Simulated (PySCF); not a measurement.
Energy of Nd(2+) (neodymium, charge +2) between two integer charges

The 4f alpha orbital of [Xe] 4f4 is emptied in steps (occupation f), with all orbitals relaxed, ending at [Xe] 4f3. Computed with PySCF 2.14 in def2-TZVP with the def2 core potential (28 electrons) (10s7p5d4f1g, 93 functions), with scalar relativity through the core potential. The exact energy is a straight line in f; departures are measured from the line between the end points of the same method.

```tsv
f	UHF (eV)	LDA (eV)	PBE (eV)
1	0.000	0.000	0.000
0.75	0.733	-1.511	-1.453
0.5	0.942	-2.041	-1.958
0.25	0.680	-1.551	-1.482
0	0.000	0.000	0.000
```

For PBE, how does the orbital energy at f = 1 compare with the removal energy?

−ε = 15.855 eV against a total-energy difference of 23.522 eV. By Janak's theorem ε = ∂E/∂f, so the gap between them reflects the curvature. Along the path −ε is 19.584 (f = 0.75), 23.445 (f = 0.5), 27.422 (f = 0.25) eV.

| method | E(f=0) − E(f=1) (eV) | −ε at f=1 (eV) | −ε at f=0.5 (eV) |
| --- | --- | --- | --- |
| UHF | 20.020 | 24.076 | 19.880 |
| LDA | 23.880 | 15.934 | 23.773 |
| PBE | 23.522 | 15.855 | 23.445 |

Reference removal energy between the ground levels: 22.09 ± 0.04 eV (semi-empirical (NIST evaluation); NIST Atomic Spectra Database, ionization energies). The calculation has no spin-orbit coupling. The determinant left behind need not be the lowest term of the ion. UHF lacks correlation.
